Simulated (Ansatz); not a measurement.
The cluster In4Sb3⁺, relaxed as a singlet with RKS PBE-D4/def2-SVP in Ansatz, starting from the GFN1-xTB geometry. Force threshold 0.03 eV/Å.

In the def2 sets In, Sb take a core potential; there is no spin–orbit coupling. The structure comes from a short search, and lower isomers may exist.

Start:

```xyz
7

In    1.335    1.697    0.486
In    2.724   -0.850    0.593
In   -2.548   -1.944    0.344
In    0.252    1.883   -2.202
Sb   -0.152   -0.698    1.758
Sb   -1.645    0.951    0.056
Sb    0.034   -1.039   -1.035
```

```
step  energy (eV)  largest force component (eV/Å)  SCF passes
   1  -40310.3444                           1.383          24
   2  -40310.9244                           0.748          29
   3  -40311.0529                           0.097          22
   4  -40311.0603                           0.050          22
   5  -40311.0630                           0.038          22
   6  -40311.0636                           0.008          23
```

Force components are those of the run's own axes.

End:

```xyz
7

In    1.218    1.748    0.633
In    2.986   -0.932    0.483
In   -2.749   -2.120    0.352
In    0.391    1.944   -2.467
Sb   -0.176   -0.671    1.872
Sb   -1.708    1.026    0.131
Sb    0.039   -0.995   -1.005
```

By distances, no bond broke or formed. The bond that changes most is In4–Sb6, from 3.09 to 3.46 Å (atoms count from 1).

No frequencies were taken in this run, so the end may be a saddle point.

Run time 23 s (4 threads of Arm Neoverse V1 on a shared host).
